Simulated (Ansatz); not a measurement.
Born–Oppenheimer molecular dynamics of C2H6BCl (10 atoms, charge 0, multiplicity 1). It starts from a relaxed structure.

Method: Ansatz, RKS revPBE/6-31G.

| Property | Result |
| --- | --- |
| ensemble | NVT, Nosé–Hoover chain |
| time step | 0.25 fs |
| steps asked | 300 |
| set temperature | 500 K |
| thermostat | time constant 50 fs, chain length 1 |
| masses | H 2.014 u |
| seed | 374222 |

First frame:

```xyz
10
Properties=species:S:1:pos:R:3
B 0.053 0.003 0.033
C -0.029 -0.005 1.603
H -0.967 -0.427 2.002
H 0.833 -0.529 2.056
H 0.026 1.047 1.958
C 1.378 0.001 -0.816
H 1.599 -1.046 -1.119
H 1.299 0.582 -1.751
H 2.248 0.356 -0.235
Cl -1.546 0.018 -0.905
```

Task: How far do the bonds stretch over the last three quarters of this one trajectory? (Pairs bonded in most of those frames.)

Result: 
```
   bond  mean (Å)  spread (Å)  shortest  longest
  B1–C2     1.580       0.038      1.50     1.64
  B1–C6     1.573       0.023      1.52     1.60
B1–Cl10     1.879       0.036      1.82     1.94
  C2–H3     1.107       0.030      1.06     1.15
  C2–H4     1.115       0.060      1.03     1.20
  C2–H5     1.122       0.034      1.05     1.20
  C6–H7     1.113       0.005      1.10     1.12
  C6–H8     1.105       0.005      1.09     1.11
  C6–H9     1.109       0.011      1.09     1.13
```

Mean temperature of the second half: 361 K. The conserved energy stayed within 0.056 meV per atom of its start (net change 0.022 meV per atom), so the integration is sound. The mean temperature of the second half is 28 % below the set value. A run of 0.075 ps of so small a system gives no equilibrium averages. Limits of this set-up: no polarisation functions.

Run time: 17 min on 1 thread of Arm Neoverse N1, with other jobs on the host, peak memory 0.1 GiB.
